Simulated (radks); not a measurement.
Task: Coherent X-ray form factor from a spherical all-electron density. Method: non-relativistic Kohn-Sham, exchange-only PBE, spin-polarised, spherical densities, point nucleus; computed with a radial shooting solver on a logarithmic mesh with Libxc functionals.

| sin(theta)/lambda (1/angstrom) | f0 (electrons) |
|---|---|
| 0.05 | 27.803 |
| 0.1 | 27.228 |
| 0.15 | 26.317 |
| 0.2 | 25.134 |
| 0.25 | 23.754 |
| 0.3 | 22.250 |
| 0.4 | 19.140 |
| 0.5 | 16.219 |
| 0.6 | 13.705 |
| 0.8 | 10.082 |
| 1 | 7.984 |
| 1.25 | 6.572 |
| 1.5 | 5.714 |
| 2 | 4.360 |

The species is in the configuration that NIST lists as its ground one. Which atom or ion scatters so?

Result: The germanium ion Ge4+, [Ar] 3d10. Extrapolating in s^2 from the first two rows gives f0(0) = 28.0, near the electron count 28; among species with that count, the fall with angle is slower the higher Z, and the table is that of Z = 32; from so few rows the species is fixed only to a neighbour or two.
